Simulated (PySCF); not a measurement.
H$_{4}$GaP, singlet, at a GFN2-xTB geometry (such geometries of metal compounds can be far from the true shape), with bond 5-4 at 1.4 times its length; PySCF with CASSCF(2,3)/STO-3G.

PySCF was given this input:
```python
from pyscf import gto, scf, mcscf
import numpy

mol = gto.Mole()
mol.atom = '''
    Ga    0.07995691   -0.34474516   -0.66791942
    H    -1.09346202   -0.79865381   -1.64795684
    H     1.47972903   -0.67902880   -1.36019858
    P    -0.20450083    0.61446132    1.43588146
    H    -1.10482628    2.15626913    0.61625875
    H     1.05017154    1.23211016    1.32499886
'''
mol.basis = 'sto-3g'
mol.verbose = 4
mol.build()

mf = scf.RHF(mol)
mf.kernel()
mc = mcscf.CASSCF(mf, 3, 2)
mc.fix_spin_(ss=0.0)
mc.kernel()
occ = numpy.linalg.eigvalsh(mc.fcisolver.make_rdm1(mc.ci, mc.ncas, mc.nelecas))[::-1]
ss = mc.fcisolver.spin_square(mc.ci, mc.ncas, mc.nelecas)[0]
print('natural occupations', occ.round(4), ' <S^2>', round(ss, 4))
```

What does PySCF print? Leave out banner, timings and long lists.


```
PySCF version 2.14.0

[INPUT] verbose = 4
[INPUT] num. atoms = 6
[INPUT] num. electrons = 50
[INPUT] charge = 0
[INPUT] spin (= nelec alpha-beta = 2S) = 0
[INPUT] symmetry False subgroup None
[INPUT] Mole.unit = angstrom
[INPUT] Symbol           X                Y                Z      unit          X                Y                Z       unit  Magmom
[...]
nuclear repulsion = 152.786385028896
number of shells = 17
number of NR pGTOs = 93
number of NR cGTOs = 31
basis = sto-3g
ecp = {}

******** <class 'pyscf.scf.hf.RHF'> ********
method = RHF
initial guess = minao
damping factor = 0
level_shift factor = 0
DIIS = <class 'pyscf.scf.diis.CDIIS'>
diis_start_cycle = 1
diis_space = 8
diis_damp = 0
SCF conv_tol = 1e-09
SCF conv_tol_grad = None
SCF max_cycles = 50
direct_scf = True
direct_scf_tol = 1e-13
Set gradient conv threshold to 3.16228e-05
Initial guess from minao.
init E= -2236.97268916375
[...]
cycle= 1 E= -2239.87359626526  delta_E= -2.9  |g|= 0.42  |ddm|= 2.64
[...]
cycle= 2 E= -2239.98137450825  delta_E= -0.108  |g|= 0.0876  |ddm|=  1.2
[...]
cycle= 3 E= -2239.98504463676  delta_E= -0.00367  |g|= 0.024  |ddm|= 0.165
[...]
cycle= 4 E= -2239.98564985178  delta_E= -0.000605  |g|= 0.00869  |ddm|= 0.0909
[...]
cycle= 5 E= -2239.98573183015  delta_E= -8.2e-05  |g|= 0.00389  |ddm|= 0.0275
[...]
cycle= 6 E= -2239.98577267795  delta_E= -4.08e-05  |g|= 0.0034  |ddm|= 0.0184
[...]
cycle= 7 E= -2239.98581525172  delta_E= -4.26e-05  |g|= 0.00329  |ddm|= 0.02
[...]
cycle= 8 E= -2239.98591632589  delta_E= -0.000101  |g|= 0.00315  |ddm|= 0.0496
[...]
cycle= 9 E= -2239.98604336888  delta_E= -0.000127  |g|= 0.00311  |ddm|= 0.066
[...]
cycle= 10 E= -2239.98608282978  delta_E= -3.95e-05  |g|= 0.00307  |ddm|= 0.021
[...]
cycle= 11 E= -2239.9860621065  delta_E= 2.07e-05  |g|= 0.00304  |ddm|= 0.0109
[...]
cycle= 12 E= -2239.986054309  delta_E= 7.8e-06  |g|= 0.00307  |ddm|= 0.0079
[...]
cycle= 13 E= -2239.98581760965  delta_E= 0.000237  |g|= 0.00946  |ddm|= 0.176
[...]
cycle= 14 E= -2239.98589764728  delta_E= -8e-05  |g|= 0.0066  |ddm|= 0.0556
[...]
cycle= 15 E= -2239.98586204633  delta_E= 3.56e-05  |g|= 0.00537  |ddm|= 0.0624
[...]
cycle= 16 E= -2239.98587719785  delta_E= -1.52e-05  |g|= 0.00719  |ddm|= 0.0406
[...]
cycle= 17 E= -2239.9858861255  delta_E= -8.93e-06  |g|= 0.00594  |ddm|= 0.014
[...]
cycle= 18 E= -2239.98592136296  delta_E= -3.52e-05  |g|= 0.00623  |ddm|= 0.0344
[...]
cycle= 19 E= -2239.98590535216  delta_E= 1.6e-05  |g|= 0.00575  |ddm|= 0.0179
[...]
cycle= 20 E= -2239.98580263899  delta_E= 0.000103  |g|= 0.00571  |ddm|= 0.138
[...]
cycle= 21 E= -2239.98579467764  delta_E= 7.96e-06  |g|= 0.00111  |ddm|= 0.0954
[...]
cycle= 22 E= -2239.98581273571  delta_E= -1.81e-05  |g|= 0.00363  |ddm|= 0.0778
[...]
cycle= 23 E= -2239.9858124948  delta_E= 2.41e-07  |g|= 0.00135  |ddm|= 0.0259
[...]
cycle= 24 E= -2239.98581093219  delta_E= 1.56e-06  |g|= 0.00129  |ddm|= 0.0226
[...]
cycle= 25 E= -2239.98581009547  delta_E= 8.37e-07  |g|= 0.00148  |ddm|= 0.0016
[...]
cycle= 26 E= -2239.98580965797  delta_E= 4.38e-07  |g|= 0.00151  |ddm|= 0.00252
[...]
cycle= 27 E= -2239.98581120647  delta_E= -1.55e-06  |g|= 0.00155  |ddm|= 0.00306
[...]
cycle= 28 E= -2239.98580748705  delta_E= 3.72e-06  |g|= 0.000879  |ddm|= 0.0225
[...]
cycle= 29 E= -2239.98580828374  delta_E= -7.97e-07  |g|= 0.000869  |ddm|= 0.00317
[...]
cycle= 30 E= -2239.98580979545  delta_E= -1.51e-06  |g|= 0.000877  |ddm|= 0.00363
[...]
cycle= 31 E= -2239.98580674387  delta_E= 3.05e-06  |g|= 0.000868  |ddm|= 0.00621
[...]
cycle= 32 E= -2239.98580909383  delta_E= -2.35e-06  |g|= 0.000869  |ddm|= 0.00607
[...]
cycle= 33 E= -2239.9858081922  delta_E= 9.02e-07  |g|= 0.000869  |ddm|= 0.003
[...]
cycle= 34 E= -2239.98580796713  delta_E= 2.25e-07  |g|= 0.000868  |ddm|= 0.00107
[...]
cycle= 35 E= -2239.98580898696  delta_E= -1.02e-06  |g|= 0.000868  |ddm|= 0.00203
[...]
cycle= 36 E= -2239.9858093555  delta_E= -3.69e-07  |g|= 0.000868  |ddm|= 0.000713
[...]
cycle= 37 E= -2239.98580777955  delta_E= 1.58e-06  |g|= 0.000868  |ddm|= 0.00285
[...]
cycle= 38 E= -2239.98580221381  delta_E= 5.57e-06  |g|= 0.000866  |ddm|= 0.01
[...]
cycle= 39 E= -2239.98572653357  delta_E= 7.57e-05  |g|= 0.00237  |ddm|= 0.133
[...]
cycle= 40 E= -2239.98568436786  delta_E= 4.22e-05  |g|= 0.00497  |ddm|= 0.0569
[...]
cycle= 41 E= -2239.98549379299  delta_E= 0.000191  |g|= 0.0143  |ddm|= 0.163
[...]
cycle= 42 E= -2239.9856932614  delta_E= -0.000199  |g|= 0.00451  |ddm|= 0.176
[...]
cycle= 43 E= -2239.98566720795  delta_E= 2.61e-05  |g|= 0.00619  |ddm|= 0.0318
[...]
cycle= 44 E= -2239.98568219677  delta_E= -1.5e-05  |g|= 0.00522  |ddm|= 0.0236
[...]
cycle= 45 E= -2239.98568008011  delta_E= 2.12e-06  |g|= 0.00531  |ddm|= 0.0032
[...]
cycle= 46 E= -2239.98565261223  delta_E= 2.75e-05  |g|= 0.00665  |ddm|= 0.0342
[...]
cycle= 47 E= -2239.98573052728  delta_E= -7.79e-05  |g|= 0.00306  |ddm|= 0.105
[...]
cycle= 48 E= -2239.98571452429  delta_E= 1.6e-05  |g|= 0.00304  |ddm|= 0.0291
[...]
cycle= 49 E= -2239.98573237437  delta_E= -1.79e-05  |g|= 0.00329  |ddm|= 0.0341
[...]
cycle= 50 E= -2239.98577592228  delta_E= -4.35e-05  |g|= 0.00342  |ddm|= 0.0803
SCF not converged.
SCF energy = -2239.98577592228

******** <class 'pyscf.mcscf.mc1step.CASSCF'> ********
CAS (1e+1e, 3o), ncore = 24, nvir = 4
max_cycle_macro = 50
max_cycle_micro = 4
conv_tol = 1e-07
conv_tol_grad = None
orbital rotation max_stepsize = 0.02
orbital rotation threshold for CI restart = 0.01
augmented hessian ah_max_cycle = 30
augmented hessian ah_conv_tol = 1e-12
augmented hessian ah_linear dependence = 1e-14
augmented hessian ah_level shift = 1e-08
augmented hessian ah_start_tol = 2.5
augmented hessian ah_start_cycle = 3
augmented hessian ah_grad_trust_region = 3
kf_trust_region = 3
kf_interval = 4
ci_response_space = 4
ci_grad_trust_region = 3
with_dep4 0
natorb = False
canonicalization = True
sorting_mo_energy = False
ao2mo_level = 2
internal_rotation = False
******** <class 'pyscf.fci.addons.SpinPenaltyFCISolver'> ********
max. cycles = 50
conv_tol = 1e-08
davidson only = True
linear dependence = 1e-12
level shift = 0.001
max iter space = 12
nroots = 1
pspace_size = 400
spin = None
CASCI E = -2239.99199727271  S^2 = 0.0000000
Set conv_tol_grad to 0.000316228
macro iter   1 ( 21 JK    4 micro), CASSCF E = -2240.09383809416  dE = -1.01840821e-01  S^2 = 0.0000000
               |grad[o]|=0.448  |grad[c]|=0.0903  |ddm|=0.235  |maxRot[o]|=0.183
macro iter   2 ( 14 JK    4 micro), CASSCF E = -2240.10521972463  dE = -1.13816305e-02  S^2 = 0.0000000
               |grad[o]|=0.155  |grad[c]|=0.00991  |ddm|=0.0298  |maxRot[o]|=0.0802
macro iter   3 ( 19 JK    4 micro), CASSCF E = -2240.10529157825  dE = -7.18536221e-05  S^2 = 0.0000000
               |grad[o]|=0.0057  |grad[c]|=0.00016  |ddm|=0.00687  |maxRot[o]|=0.126
macro iter   4 ( 13 JK    3 micro), CASSCF E = -2240.10529578491  dE = -4.20665810e-06  S^2 = 0.0000000
               |grad[o]|=0.00222  |grad[c]|=1.93e-05  |ddm|=0.00128  |maxRot[o]|=0.0133
macro iter   5 (  6 JK    1 micro), CASSCF E = -2240.10529587497  dE = -9.00586201e-08  S^2 = 0.0000000
               |grad[o]|=0.0001  |grad[c]|=1.96e-05  |ddm|=4.19e-05  |maxRot[o]|=0.011
macro iter   6 (  3 JK    1 micro), CASSCF E = -2240.10529587677  dE = -1.80898496e-09  S^2 = 0.0000000
               |grad[o]|=3.02e-05  |grad[c]|=6.71e-06  |ddm|=4.37e-06  |maxRot[o]|=0.000212
1-step CASSCF converged in   6 macro ( 76 JK  17 micro) steps
CASSCF canonicalization
Density matrix diagonal elements [0.99580927 0.95267706 0.05151367]
CASSCF energy = -2240.10529587677
CASCI E = -2240.10529587677  E(CI) = -1.64169365995258  S^2 = 0.0000000
natural occupations [1.0114 0.9886 0.    ]  <S^2> 0.0
```

Convergence was not reached.
